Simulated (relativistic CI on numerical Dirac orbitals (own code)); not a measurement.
# Spin-allowed bands of a d2 ion in a tetrahedral site, by hand

Problem. A d2 ion in a tetrahedral site has a 3A2 ground term and spin-allowed bands at ν1 = 4030 and ν2 = 6902 cm⁻¹ (from a computed ligand-field model). Find Δ and the Racah parameter B, and predict the third band.

Working.
1. The F term splits into A2 (−1.2Δ), T2 (−0.2Δ) and T1 (+0.6Δ), so ν1 = E(T2) − E(A2) = Δ = 4030 cm⁻¹.
2. T1(F) mixes with T1(P), which lies at 15B, through an element 0.4Δ. The two roots, counted from A2, are ν2,3 = ½(15B + 3Δ) ∓ ½√[(15B − Δ)² + 12BΔ].
3. Solving the lower root for B gives B = (2ν1² + ν2² − 3ν1ν2)/(15ν2 − 27ν1) = -3325776/-5280 = 630 cm⁻¹.
4. The sum of the roots is 15B + 3Δ, so ν3 = 15B + 3ν1 − ν2 = 14636 cm⁻¹ (683 nm).

Check. The bands were computed by exact diagonalisation of the d2 shell with B = 630 and Δ = 4030 cm⁻¹, which gives ν3 = 14638 cm⁻¹. C does not enter the terms of highest spin.
